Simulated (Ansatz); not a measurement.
Correlation energies of C2H3FSi, SMILES `FC1=C[SiH2]1` by basis set

Z-matrix (Å, degrees):
```
Si
C 1 1.796
C 1 1.829 2 42.8
H 1 1.484 2 122.2 3 -103.6
H 1 1.484 2 122.2 3 103.6
F 2 1.320 1 154.9 3 -180.0
H 3 1.081 1 153.9 2 180.0
```

Charge 0, multiplicity 1. The geometry is a stationary point of PBE0-D4/def2-TZVP. Frozen core, restricted reference, Ansatz 0.2.0. CBS rows extrapolate triple and quadruple zeta; past MP2 they add the triple-zeta difference.

```csv
basis,HF (Eh),MP2 corr.,CCSD corr.,(T),CCSD(T) total
def2-SVP,-465.52852,-0.53373,-0.56483,-0.01872,-466.11207
def2-TZVPP,-465.84753,-0.67377,-0.69855,-0.02987,-466.57595
def2-QZVPP,-465.86430,-0.72653,–,–,–
CBS(def2),-465.86661,-0.76562,-0.79041,as TZ,-466.68689
```
